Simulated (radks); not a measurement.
Values are calculated unless marked as measured or tabulated.
Problem. Level of theory: Dirac Kohn-Sham, PBE, spin-unpolarised, spherical densities, point nucleus; open shells fill j = l - 1/2 first (a radial shooting solver on a logarithmic mesh with Libxc functionals). Each species is in its NIST ground configuration. Rank Re, Os, Hg, Au, Pt, Ta, Hf, Ir, Lu, W by mean radius of the outermost orbital (bohr), largest first.

Solution. Lu 3.66, Hf 3.47, Ta 3.32, W 3.20, Re 3.09, Os 2.99, Pt 2.94, Ir 2.91, Au 2.87, Hg 2.70.
